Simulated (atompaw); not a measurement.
# What one change does to a pseudopotential (manganese (Mn), PAW (atompaw))

```json
{
 "Element": "manganese (Mn)",
 "Generator": "atompaw 4.2.0.5",
 "Type": "PAW",
 "Functional": "PBEsol",
 "Relativity": "scalar-relativistic",
 "Frozen core": "[Ne]",
 "Valence charge": "15",
 "Reference configuration": "3s2 3p6 3d6 4s1 4p0",
 "Partial waves": "3s (bound): rc 1.15 bohr; 4s (bound): rc 1.25 bohr; 3p (bound): rc 1.35 bohr; 4p (bound, empty): rc 1.70 bohr; 3d (bound): rc 1.10 bohr; 3d channel at 1.25 Ry: rc 1.70 bohr",
 "Local potential": "ultrasoft scheme with l = 3 at 0.5 Ry, radius 1.40 bohr",
 "Core correction": "smooth core density matched at 1.20 bohr",
 "Augmentation charge": "besselshape compensation charge, radius 1.45 bohr; PAW radius 1.70 bohr; waves and projectors: modrrkj vanderbiltortho"
}
```

All-electron outer shells of the reference configuration (PBEsol, scalar-relativistic, ld1.x):

```
shell  level (eV)  outermost node (bohr)  outermost maximum (bohr)
   2s     -738.33                   0.08                      0.23
   2p     -625.04                      –                      0.19
   3s      -81.38                   0.34                      0.74
   3p      -50.36                   0.31                      0.75
   4s       -4.14                   1.06                      2.63
   3d       -3.39                      –                      0.77
   4p       -0.89                   1.18                      3.79
```

Change: wave 3d (bound): rc 1.10 bohr becomes 3d (bound): rc 1.66 bohr.

Cutoffs: the cutoffs (Ry, on a coarse ladder) from which the occupation-weighted sum of valence levels, in a spherical-Bessel basis at the reference potential, stays within 10 and 1 mRy of its value at 400 Ry; they do not see the model core or the augmentation charge, which bear on the density cutoff.

**Question.** What does the change do?

**Answer.** The potential gets softer (80 Ry and 140 Ry → 55 Ry and 90 Ry); neither file shows a bound ghost.

| quantity | base | changed |
| --- | --- | --- |
| cutoff, loose | 80 Ry | 55 Ry |
| cutoff, tight | 140 Ry | 90 Ry |
| loose cutoff by channel (10 mRy a level) | s 25 Ry, p 35 Ry, d 60 Ry | s 25 Ry, p 35 Ry, d 30 Ry |
| bound ghosts | none | none |
| s: phases at 1.71 bohr within 0.05 rad from the reference energy up to (Ry; the scan ends near 5) | to the end of the scan | to the end of the scan |
| p: phases at 1.71 bohr within 0.05 rad from the reference energy up to (Ry; the scan ends near 5) | 3.1 | 3.1 |
| d: phases at 1.71 bohr within 0.05 rad from the reference energy up to (Ry; the scan ends near 5) | n/a | n/a |
| lowest overlap eigenvalue by channel | s 0.51, p 0.74, d 0.39 | s 0.51, p 0.74, d 1.00 |

 The cutoffs see the waves, projectors and local potential, not the compensation charge or the core.
